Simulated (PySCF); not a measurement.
PySCF input (M06-2X/def2-TZVPD):

```python
from pyscf import gto, scf, dft

mol = gto.M(
    atom='''
    C    -2.30216103   -0.14361102   -0.01517461
    C    -0.81955221   -0.21059360    0.14467125
    C    -0.04262457   -0.98401896    0.92325785
    C     1.35786221   -0.82421183    0.86431402
    C     1.66925917    0.15436180   -0.03626931
    S     0.26024611    0.83179191   -0.76578990
    H    -2.68972312    0.84420241    0.24237733
    H    -2.77143781   -0.87445481    0.64196590
    H    -2.60594004   -0.36330563   -1.04073074
    H     2.08039212   -1.38367695    1.43799478
    H     2.64606964    0.51700598   -0.31376392
    ''',
    basis='def2-tzvpd',
    charge=0,
    spin=1,
    verbose=4,
)

mf = dft.UKS(mol, xc='m062x').density_fit(auxbasis='def2-universal-jkfit')
mf.grids.level = 4
mf.conv_tol = 1e-9
mf.max_cycle = 100
mf.max_memory = 1500
mf.kernel()
if not mf.converged:
    mf = mf.newton()
    mf.kernel(mf.make_rdm1())
for _ in range(2):
    mo, _, stable, _ = mf.stability(return_status=True)
    if stable:
        break
    mf.kernel(mf.make_rdm1(mo, mf.mo_occ))
mf.analyze()
```

End of the output:

```
Extra cycle  E= -591.614431588543  delta_E= -3.76e-11  |g|= 5.29e-06  |ddm|= 3.44e-05
converged SCF energy = -591.614431588543  <S^2> = 0.76133104  2S+1 = 2.0112991
uhf_internal: lowest eigs of H = [0.14880183 0.22445821 0.226284  ]
<class 'pyscf.df.df_jk.DFUKS'> wavefunction is stable in the internal stability analysis
**** SCF Summaries ****
Total Energy =                        -591.614431588543084
Nuclear Repulsion Energy =             261.925394427873243
One-electron Energy =                -1329.008903775897807
Two-electron Energy =                  475.469077759481422
Two-electron Coulomb Energy =          530.059229090260146
DFT Exchange-Correlation Energy =      -54.590151330778724
HOMO-LUMO gap [eV] =                     5.876147665017021
**** MO energy ****
                             alpha | beta                alpha | beta
MO #1   energy= -89.9307159086992  | -89.9298586585102  occ= 1 | 1
MO #2   energy= -10.5776312281106  | -10.5778632521193  occ= 1 | 1
MO #3   energy= -10.5724796076412  | -10.5716680808357  occ= 1 | 1
MO #4   energy= -10.5673201934043  | -10.5576977271533  occ= 1 | 1
MO #5   energy= -10.551219989552   | -10.5509046603425  occ= 1 | 1
MO #6   energy= -10.547710304447   | -10.5474427578787  occ= 1 | 1
MO #7   energy= -8.28800225114619  | -8.28772524942611  occ= 1 | 1
MO #8   energy= -6.20773072278492  | -6.20651492640494  occ= 1 | 1
MO #9   energy= -6.20583933301323  | -6.20430048389925  occ= 1 | 1
MO #10  energy= -6.20364485179172  | -6.20359139190748  occ= 1 | 1
MO #11  energy= -0.991115348543907 | -0.98247374528383  occ= 1 | 1
MO #12  energy= -0.867260059404032 | -0.865212840206301 occ= 1 | 1
MO #13  energy= -0.820972941746234 | -0.806645987494168 occ= 1 | 1
MO #14  energy= -0.773238798528666 | -0.765433506552359 occ= 1 | 1
MO #15  energy= -0.644919455705669 | -0.638308359601965 occ= 1 | 1
MO #16  energy= -0.5935101981513   | -0.588196642840948 occ= 1 | 1
MO #17  energy= -0.56398341512639  | -0.540832887555485 occ= 1 | 1
MO #18  energy= -0.503561910421771 | -0.502917973339115 occ= 1 | 1
MO #19  energy= -0.499439187034207 | -0.495882447295841 occ= 1 | 1
MO #20  energy= -0.467957256699506 | -0.462354068598952 occ= 1 | 1
MO #21  energy= -0.442460927778816 | -0.437001169928629 occ= 1 | 1
MO #22  energy= -0.432332587814651 | -0.428313255710007 occ= 1 | 1
MO #23  energy= -0.414914542226162 | -0.402915510557623 occ= 1 | 1
MO #24  energy= -0.312629541460792 | -0.302325739809237 occ= 1 | 1
MO #25  energy= -0.31240260309886  | -0.28613458810686  occ= 1 | 1
MO #26  energy= -0.290446182513176 | -0.070190142620028 occ= 1 | 0
MO #27  energy= 0.0101134619865725 | 0.0110920867114073 occ= 0 | 0
MO #28  energy= 0.0144619493766572 | 0.0151834987482909 occ= 0 | 0
MO #29  energy= 0.0182039036884717 | 0.0203435111459185 occ= 0 | 0
MO #30  energy= 0.0329853693400169 | 0.0397435675178801 occ= 0 | 0
MO #31  energy= 0.0436666871840276 | 0.04433339528309   occ= 0 | 0
MO #32  energy= 0.0455298703692785 | 0.0455776156075491 occ= 0 | 0
MO #33  energy= 0.058524581650236  | 0.0606194828599946 occ= 0 | 0
MO #34  energy= 0.0650423573566403 | 0.0675331870756031 occ= 0 | 0
MO #35  energy= 0.0825034772931817 | 0.0878686594668748 occ= 0 | 0
MO #36  energy= 0.085602107534252  | 0.0953343510404065 occ= 0 | 0
MO #37  energy= 0.0979062046364283 | 0.0953758982016727 occ= 0 | 0
MO #38  energy= 0.111410711814302  | 0.110726868810588  occ= 0 | 0
MO #39  energy= 0.113885744658316  | 0.11346099236954   occ= 0 | 0
MO #40  energy= 0.122874128478735  | 0.124230235175289  occ= 0 | 0
MO #41  energy= 0.135769718875672  | 0.136021671860787  occ= 0 | 0
MO #42  energy= 0.142222105503448  | 0.139698955639023  occ= 0 | 0
MO #43  energy= 0.164393437958926  | 0.161939286813199  occ= 0 | 0
MO #44  energy= 0.173168732507148  | 0.167711924888576  occ= 0 | 0
MO #45  energy= 0.173397007625902  | 0.171795886412707  occ= 0 | 0
MO #46  energy= 0.193727260567717  | 0.185826591289801  occ= 0 | 0
MO #47  energy= 0.194663237911159  | 0.186405077990564  occ= 0 | 0
MO #48  energy= 0.19524969245496   | 0.193800136870675  occ= 0 | 0
MO #49  energy= 0.201741751253148  | 0.198726095267381  occ= 0 | 0
MO #50  energy= 0.208231969179833  | 0.199124516300015  occ= 0 | 0
MO #51  energy= 0.218130514991376  | 0.213493033373189  occ= 0 | 0
MO #52  energy= 0.234216207959806  | 0.225094317661171  occ= 0 | 0
MO #53  energy= 0.236964462675849  | 0.234958430974904  occ= 0 | 0
MO #54  energy= 0.237283164487093  | 0.236508696289447  occ= 0 | 0
MO #55  energy= 0.244594553496654  | 0.242001971327515  occ= 0 | 0
MO #56  energy= 0.256537194857104  | 0.25549730099618   occ= 0 | 0
MO #57  energy= 0.270272352214935  | 0.260475881631647  occ= 0 | 0
MO #58  energy= 0.273130447762586  | 0.261021858582102  occ= 0 | 0
MO #59  energy= 0.275410884268007  | 0.275031192907077  occ= 0 | 0
MO #60  energy= 0.283473422543858  | 0.278267913968963  occ= 0 | 0
MO #61  energy= 0.294944432486505  | 0.283198813732598  occ= 0 | 0
MO #62  energy= 0.297572285505733  | 0.290218140414327  occ= 0 | 0
MO #63  energy= 0.300098352740964  | 0.299187247773674  occ= 0 | 0
MO #64  energy= 0.310874322219418  | 0.305358517091811  occ= 0 | 0
MO #65  energy= 0.320323737755314  | 0.320007463680815  occ= 0 | 0
MO #66  energy= 0.325459030269317  | 0.32085080914901   occ= 0 | 0
MO #67  energy= 0.329269837546468  | 0.321188884654716  occ= 0 | 0
MO #68  energy= 0.330016390590306  | 0.327308360267858  occ= 0 | 0
MO #69  energy= 0.344351378615126  | 0.343276271764843  occ= 0 | 0
MO #70  energy= 0.35545453792529   | 0.355779605154852  occ= 0 | 0
MO #71  energy= 0.358753457052147  | 0.356625674415363  occ= 0 | 0
MO #72  energy= 0.359122168391884  | 0.357579385947455  occ= 0 | 0
MO #73  energy= 0.374946920127969  | 0.37473143120337   occ= 0 | 0
MO #74  energy= 0.377007321167389  | 0.375972628842544  occ= 0 | 0
MO #75  energy= 0.377498835209672  | 0.378838742617697  occ= 0 | 0
MO #76  energy= 0.391182297839163  | 0.386973017821253  occ= 0 | 0
MO #77  energy= 0.398368102896645  | 0.388372753336092  occ= 0 | 0
MO #78  energy= 0.401926366572437  | 0.400392930348507  occ= 0 | 0
MO #79  energy= 0.411894012279887  | 0.405342489921567  occ= 0 | 0
MO #80  energy= 0.41508433551148   | 0.407611048231657  occ= 0 | 0
MO #81  energy= 0.419866191374313  | 0.412152214815971  occ= 0 | 0
MO #82  energy= 0.435212398596432  | 0.430461718112986  occ= 0 | 0
MO #83  energy= 0.445732485886062  | 0.44488712866713   occ= 0 | 0
MO #84  energy= 0.451506184644761  | 0.451080274689349  occ= 0 | 0
MO #85  energy= 0.451793331829592  | 0.452306895030236  occ= 0 | 0
MO #86  energy= 0.478847404576456  | 0.475623233308501  occ= 0 | 0
MO #87  energy= 0.48291652742973   | 0.481797069712413  occ= 0 | 0
MO #88  energy= 0.488023263986534  | 0.482740923589786  occ= 0 | 0
MO #89  energy= 0.510687114633522  | 0.504940247838495  occ= 0 | 0
MO #90  energy= 0.516944517526161  | 0.513980287984777  occ= 0 | 0
MO #91  energy= 0.524334801430755  | 0.517948307126792  occ= 0 | 0
MO #92  energy= 0.5289729076312    | 0.524257728337647  occ= 0 | 0
MO #93  energy= 0.530755476631771  | 0.525847750622714  occ= 0 | 0
MO #94  energy= 0.551529038069873  | 0.54183079390861   occ= 0 | 0
MO #95  energy= 0.573733464734373  | 0.552537776701898  occ= 0 | 0
MO #96  energy= 0.577862210079993  | 0.56624030235206   occ= 0 | 0
MO #97  energy= 0.582201677689964  | 0.582111658004315  occ= 0 | 0
MO #98  energy= 0.592830331925614  | 0.585045875794883  occ= 0 | 0
MO #99  energy= 0.598574371245247  | 0.596595815807659  occ= 0 | 0
MO #100 energy= 0.605853774639175  | 0.600061193182292  occ= 0 | 0
MO #101 energy= 0.626030133444537  | 0.621993897962187  occ= 0 | 0
MO #102 energy= 0.640064141360569  | 0.638541722612572  occ= 0 | 0
MO #103 energy= 0.655911672486196  | 0.654809792203982  occ= 0 | 0
MO #104 energy= 0.670746516868307  | 0.665706478774554  occ= 0 | 0
[...]
```

It need not be the lowest isomer of its formula.
